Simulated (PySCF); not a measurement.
**Vertical excitation energies**

Species: C₃H₄F₃NO₂.
Geometry (GFN2-xTB, Å), atoms numbered from 1 in this order:
```xyz
13
C3H4F3NO2 angstrom
N      1.9920    0.6321   -0.5843
C      1.5693   -0.2680    0.3143
O      2.2867   -0.8692    1.0745
C      0.0518   -0.5032    0.3261
O     -0.5999    0.3056   -0.6692
C     -1.9132    0.1788   -0.7187
F     -2.5316    0.5138    0.4262
F     -2.3254   -1.0701   -0.9934
F     -2.3948    0.9687   -1.6700
H      1.3464    1.0988   -1.1964
H      2.9765    0.8323   -0.6438
H     -0.3272   -0.2544    1.3230
H     -0.1351   -1.5649    0.1329
```

Computed with PySCF 2.14.0, density-fitted response routines, TDDFT B3LYP/def2-SVPD, vertical, gas phase, core orbitals frozen in the response.

**Question.** What does the calculation give for the low-lying excited states?

**Answer.** 

```tsv
state	E (eV)	ν̃ (cm⁻¹)	f	symmetry	main configurations (H = HOMO, L = LUMO)
S1	5.86	47270	0.0002	–	H→L (98%)
S2	6.99	56420	0.011	A′	H→L+1 (88%), H-1→L (9%)
S3	7.28	58750	0.0079	A″	H-1→L+1 (95%)
S4	7.55	60930	0.144	A′	H-1→L (58%), H→L+2 (24%)
S5	7.96	64220	0.069	A′	H→L+2 (71%), H-1→L (21%)
S6	7.98	64340	0.036	A′	H→L+3 (87%)
S7	8.14	65650	0.0032	A″	H-1→L+2 (90%)
S8	8.30	66910	0.0014	–	H-1→L+3 (90%)
```

Triplets (Tamm–Dancoff): T1 5.42 eV, H→L (97%); T2 5.61 eV, H-1→L (95%); T3 6.94 eV, H→L+1 (96%).

The lowest singlet comes at 212 nm (566 kJ/mol) in the ultraviolet; it is dark (f under 0.0005); its leading configuration is HOMO→LUMO (98%). The most intense listed level is S4 at 7.55 eV (164 nm, f = 0.144), 1.69 eV above S1. S1 has the pattern of n→π* at C=O. Weighted by f, the mean energy of these states is 7.69 eV. The oscillator strengths of these states sum to 0.272; summed over the whole spectrum of an exact calculation they would give the number of electrons, 72 (Thomas–Reiche–Kuhn). The listed states span 2.43 eV, and the widest gap between neighbours is 1.13 eV (S1 to S2). Symmetry labels in Cs follow from the direction of the transition dipole and are given only for states with f of 0.002 or more. The window holds the lowest 8 singlets.

One conformer stands for the species.
